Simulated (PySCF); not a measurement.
AlN, triplet, geometry from GFN2-xTB (such geometries of metal compounds can be far from the true shape); BLYP/cc-pVDZ in PySCF.

PySCF was given this input:
```python
from pyscf import gto, scf, dft

mol = gto.M(
    atom='''
Al   -0.000000   -0.000000   -0.597338
N     0.000000    0.000000    1.109343
''',
    basis='cc-pvdz',
    charge=0,
    spin=2,
    verbose=5,
)

mf = dft.UKS(mol)
mf.xc = 'blyp'
mf.kernel()
```

Task: Write the output that PySCF gives for this input, abridged.

Result: 
```
PySCF version 2.14.0

[INPUT] verbose = 5
[INPUT] max_memory = 4000
[INPUT] num. atoms = 2
[INPUT] num. electrons = 20
[INPUT] charge = 0
[INPUT] spin (= nelec alpha-beta = 2S) = 2
[INPUT] symmetry False subgroup None
[INPUT] Mole.unit = angstrom
[INPUT] Symbol           X                Y                Z      unit          X                Y                Z       unit  Magmom
[...]
[INPUT] ---------------- BASIS SET ----------------
[INPUT] l, kappa, [nprim/nctr], expnt,             c_1 c_2 ...
[INPUT] Al
[...]
                                9617              0.00225064 -0.000581791 0.000134208
                                2189              0.0116459 -0.00308113 0.000712442
                                620.5             0.0467377 -0.0123112 0.0028433
                                202.7             0.146299 -0.0419781 0.00976842
                                73.15             0.330283 -0.103371 0.024185
                                28.55             0.415861 -0.196308 0.0474993
                                11.77             0.189253 -0.0830002 0.0203621
                                3.3               0.0115889 0.54104 -0.158788
                                1.173             -0.00128385 0.578796 -0.311694
                                0.1752            0.000425883 0.0288147 0.620147
[...]
                                60.89             0.0306815 -0.00545796
                                19.14             0.129149 -0.0245371
                                6.881             0.320831 -0.0582138
                                2.574             0.453815 -0.0983756
                                0.9572            0.275066 -0.0260064
                                0.2099            0.0190807 0.46402
[...]
[INPUT] N
[...]
                                1357              0.005389 -0.001208
                                309.3             0.027406 -0.005992
                                87.73             0.103207 -0.024544
                                28.56             0.278723 -0.067459
                                10.21             0.44854 -0.158078
                                3.838             0.278238 -0.121831
                                0.7466            0.01544 0.549003
[...]
                                2.917             0.217169
                                0.7973            0.510319
[...]
nuclear repulsion = 28.2156572866986
number of shells = 10
number of NR pGTOs = 67
number of NR cGTOs = 32
[...]
  2.94423567e-01  3.10431214e-01  5.17389698e-01  7.40369851e-01
  7.63006170e-01  7.72227791e-01  1.20938276e+00  1.70564704e+00
  1.70567471e+00  1.78291539e+00  1.82031495e+00  2.09956138e+00]
  beta  mo_energy =
[-5.54741366e+01 -1.40151235e+01 -3.95127465e+00 -2.56407241e+00
 -2.56151523e+00 -2.55957481e+00 -6.07419645e-01 -2.60925216e-01
 -1.92806883e-01 -1.74930479e-01 -1.59079608e-01 -4.11249249e-02
 -3.40558967e-02  3.59660608e-02  1.57849753e-01  1.97676199e-01
  1.98201832e-01  2.44425825e-01  2.45661194e-01  2.65143643e-01
  3.27781281e-01  3.32900713e-01  5.42864235e-01  7.95228976e-01
  8.14262041e-01  8.17485931e-01  1.26536950e+00  1.77302686e+00
  1.78178352e+00  1.86790156e+00  1.88227884e+00  2.16683270e+00]
multiplicity <S^2> = 2.0112916  2S+1 = 3.0075183
nelec by numeric integration = [11.00000006  9.00000011]
E1 = -467.2533225026984  E2 = 141.9990558384515  Ecoul = 167.45664780131327  Exc = -25.457591962861763
cycle= 11 E= -297.038609377548  delta_E= -6.65e-10  |g|= 7.26e-06  |ddm|= 4.37e-05
  alpha mo_energy =
[-5.54755490e+01 -1.40401640e+01 -3.95291453e+00 -2.56581799e+00
 -2.56318167e+00 -2.56214737e+00 -6.80265501e-01 -3.07677254e-01
 -2.61607662e-01 -2.18308482e-01 -2.11633325e-01 -6.89162251e-02
 -5.55391210e-02  1.92409192e-02  1.45544019e-01  1.88250868e-01
  1.94506785e-01  2.33411152e-01  2.34398179e-01  2.39627684e-01
  2.94423594e-01  3.10431543e-01  5.17388597e-01  7.40365915e-01
  7.63002363e-01  7.72223102e-01  1.20937877e+00  1.70564142e+00
  1.70566907e+00  1.78291077e+00  1.82030960e+00  2.09955691e+00]
  beta  mo_energy =
[-5.54741335e+01 -1.40151314e+01 -3.95127221e+00 -2.56406989e+00
 -2.56151267e+00 -2.55957247e+00 -6.07423219e-01 -2.60926349e-01
 -1.92809648e-01 -1.74933220e-01 -1.59081468e-01 -4.11254839e-02
 -3.40565211e-02  3.59657637e-02  1.57850408e-01  1.97676548e-01
  1.98202515e-01  2.44426186e-01  2.45661669e-01  2.65143485e-01
  3.27780882e-01  3.32900621e-01  5.42863141e-01  7.95225720e-01
  8.14258201e-01  8.17482557e-01  1.26536630e+00  1.77302288e+00
  1.78177926e+00  1.86789797e+00  1.88227485e+00  2.16682930e+00]
multiplicity <S^2> = 2.0112929  2S+1 = 3.0075192
nelec by numeric integration = [11.00000006  9.00000011]
E1 = -467.25343451762535  E2 = 141.99916785397545  Ecoul = 167.45678076124705  Exc = -25.45761290727159
Extra cycle  E= -297.038609376951  delta_E= 5.97e-10  |g|= 3.11e-05  |ddm|= 3.31e-05
converged SCF energy = -297.038609376951  <S^2> = 2.0112929  2S+1 = 3.0075192
```
